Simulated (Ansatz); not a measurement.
Total energies of Ti(NH2)F3 (TiNF₃H₂) from Ansatz at PBE0-D4/def2-TZVP, gas phase (1 Eh = 27.2114 eV = 2625.5 kJ/mol). The reference geometry is relaxed at PBE0-D4/def2-SVP.

| state | geometry | energy (Eh) |
| --- | --- | --- |
| charge 0 singlet | reference | -1204.82234 |
| charge 1 doublet | reference | -1204.42515 |
| free Ti atom (triplet) | – | -849.14317 |
| free N atom (quartet) | – | -54.54382 |
| free H atom (doublet) | – | -0.50104 |
| free F atom (doublet) | – | -99.67617 |

Problem. Work out the vertical ionisation energy to the doublet.

Solution. E(charge 1 doublet) − E(charge 0 singlet) = -1204.42515 − (-1204.82234) = 0.39719 Eh = 10.81 eV. For comparison, −ε of the highest occupied level is 8.57 eV at this level, 2.24 eV less.

Problem. What is the binding energy per atom against free atoms?

Solution. Atoms: 1 × (-849.14317) + 1 × (-54.54382) + 2 × (-0.50104) + 3 × (-99.67617) = -1203.71758 Eh. Binding: -1203.71758 − (-1204.82234) = 1.10476 Eh = 30.06 eV, or 4.29 eV for each of 7 atoms (no zero-point energy, no counterpoise term).
